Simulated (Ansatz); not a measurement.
Two isomers of CH6GeS2: A = `[CH3][GeH2][S]S`, B = `SC[S][GeH3]`.

Computed with Ansatz on PBE0-D4/def2-TZVP structures; ΔE is electronic, products minus reactants. CCSD(T)/CBS adds triple-zeta CCSD(T) − MP2 to the extrapolated MP2 energy (def2 sets, frozen cores). Functionals use def2-TZVPP. B3LYP here is the variant with VWN-RPA as its local correlation; programs differ in this. For Ge outer-core shells are correlated without core-valence functions, which leaves a few kJ/mol of doubt a bond. Scalar relativity is left out up to krypton. Each species was taken in one conformer, which may not be the lowest.

Task: Which isomer does CCSD(T)/CBS put lower? Give the gap. (An estimate is asked.)

Result: Computed: A, by 15.3 kcal/mol.

Task: Give E(B) − E(A) in kcal/mol with r2SCAN-D4, CCSD(T)/def2-TZVPP, B3LYP, CCSD/def2-TZVPP, PBE-D4, PBE0-D4, B3LYP-D4. (Estimate.)

Result: Ansatz gave: r2SCAN-D4 16.2, CCSD(T)/def2-TZVPP 14.9, B3LYP 16.4, CCSD/def2-TZVPP 15.0, PBE-D4 15.9, PBE0-D4 15.7, B3LYP-D4 15.9. None reverses the order clearly.

Largest T1 diagnostic: 0.011.
